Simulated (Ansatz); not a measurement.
The cluster Pb2Se3. The state is a singlet with charge 0. Geometry PBE-D4/def2-SVP.

```xyz
5

Pb   -0.8845   -0.2476   -0.2756
Pb    2.4962    0.7002    0.7780
Se   -3.1496   -0.8873   -0.9838
Se    0.9506    1.3586   -1.3689
Se    0.5873   -0.9239    1.8503
```

In the def2 sets Pb takes a core potential; there is no spin–orbit coupling. Another isomer (singlet) lies 1.58 eV lower at PBE0-D4/def2-TZVP; other spin states weren't run for this one.

Problem. Estimate the orbital energies around the gap (eV) in Ansatz with PBE-D4/def2-SVP, PBE-D4/def2-TZVP, r2SCAN-D4/def2-TZVP, B97M-V/def2-TZVP, r2SCAN0-D4/def2-TZVP.

Solution. 
```csv
orbital,PBE-D4/def2-SVP,PBE-D4/def2-TZVP,r2SCAN-D4/def2-TZVP,B97M-V/def2-TZVP,r2SCAN0-D4/def2-TZVP
HOMO−13,-21.92,-21.96,-22.83,-23.12,-25.06
HOMO−12,-17.30,-17.31,-18.00,-17.88,-19.82
HOMO−11,-16.24,-16.27,-16.92,-16.90,-18.65
HOMO−10,-16.08,-16.12,-16.74,-16.65,-18.45
HOMO−9,-12.95,-12.98,-13.40,-12.89,-14.69
HOMO−8,-12.08,-12.12,-12.46,-12.04,-13.66
HOMO−7,-7.91,-7.94,-8.24,-8.08,-9.15
HOMO−6,-7.87,-7.89,-8.21,-8.05,-9.13
HOMO−5,-6.90,-6.98,-7.27,-7.21,-8.27
HOMO−4,-6.60,-6.67,-6.95,-6.88,-7.86
HOMO−3,-6.39,-6.45,-6.72,-6.58,-7.52
HOMO−2,-5.95,-6.07,-6.35,-6.32,-7.29
HOMO−1,-5.67,-5.77,-6.01,-5.94,-6.88
HOMO,-5.31,-5.42,-5.66,-5.64,-6.58
LUMO,-4.07,-4.16,-4.16,-3.95,-3.54
LUMO+1,-3.74,-3.82,-3.78,-3.81,-3.24
LUMO+2,-2.66,-2.78,-2.71,-2.71,-2.13
LUMO+3,-2.16,-2.28,-2.07,-2.11,-1.56
LUMO+4,-1.81,-1.97,-1.73,-1.81,-1.20
LUMO+5,-0.32,-0.48,-0.26,-0.17,0.44
```
